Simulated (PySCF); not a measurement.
A structure optimised at TPSSh-D3(BJ)/def2-SVP, used in a PySCF frequency run:

```xyz
7

B     -0.7958     0.7363     0.0000
Cl     0.1918     2.1858     0.0000
Ge     0.0603    -1.1485     0.0000
H     -0.4110    -1.9394    -1.2380
H      1.5981    -1.1131     0.0000
H     -0.4110    -1.9394     1.2380
H     -1.9866     0.9056     0.0000
```
Charge 0, spin multiplicity 1.

Q: Write its SMILES, formula and point group.

A: Cl[BH][GeH3], BClGeH₄, Cs

Q: What are its rotational constants (standard atomic weights)?

A: 27.505, 1.7810, 1.7076 GHz
